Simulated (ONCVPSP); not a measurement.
## Before and after: ONCV potential for tin (Sn)

Sn (Z = 50), optimised norm-conserving Vanderbilt (ONCV), made with ONCVPSP 4.0.1 (PBE, fully relativistic). Core [Ar] 3d10, reference 4s2 4p6 4d10 5s2 5p2. Waves: 4s+5s: rc 1.55 bohr, ncon 3, nbas 6, qcut 7 1/bohr, 2 projectors; 4p+5p: rc 1.60 bohr, ncon 4, nbas 8, qcut 11 1/bohr, 2 projectors; 4d: rc 1.50 bohr, ncon 3, nbas 8, qcut 12.4 1/bohr, 2 projectors, debl 3.1 Ha. Local part: polynomial inside 1.15 bohr (lpopt 5, dvloc0 0 Ha). Core correction: polynomial model core, fcfact 0.7.

Open shells are filled in proportion to 2j + 1.

Change: all radii but the core radius scaled by about 1.10 (s 1.70, p 1.76, d 1.66 bohr); local potential polynomial inside 1.26 bohr (lpopt 5, dvloc0 0 Ha).

Cutoffs: the cutoffs (Ha) at which the residual kinetic energy of the hardest occupied pseudo-wave falls to 1 and 0.1 mHa per electron; they do not see the model core or the augmentation charge, which bear on the density cutoff. Errors are all-electron minus pseudo energies relative to the spin-unpolarised reference configuration.

Q: How do hardness, ghosts and transferability respond?

A: The potential gets softer (43 Ha and 51 Ha → 39 Ha and 46 Ha); of the 4 tests that both files solve, the error grows in 2 and shrinks in 0 by more than 15 % and 0.3 meV (median size 1.8 → 2.2 meV); neither file shows a bound ghost. A larger radius leaves more room for a smooth pseudo-wave, so fewer plane waves are needed.

| quantity | base | changed |
| --- | --- | --- |
| cutoff, loose | 43 Ha | 39 Ha |
| cutoff, tight | 51 Ha | 46 Ha |
| loose cutoff by channel | s 16 Ha, p 27 Ha, d 43 Ha | s 12 Ha, p 25 Ha, d 39 Ha |
| bound ghosts | none | none |
| GHOST(+) flags under 300 eV | none | none |
| error for 4s2 4p6 4d10 5s2 5p1, meV [ΔE 6.89 eV] | +0.2 | 0.0 |
| error for 4s2 4p6 4d10 5s2 5p0, meV [ΔE 20.86 eV] | +0.6 | +0.3 |
| error for 4s2 4p6 4d10 5s1 5p0, meV [ΔE 51.83 eV] | -3.0 | -4.1 |
| error for 4s1 4p6 4d10 5s2 5p2, meV [ΔE 142.13 eV] | -626 | -740 |
| rms error of d²Exc/dni dnj with the model core, mHa | 3.02 | 3.02 |
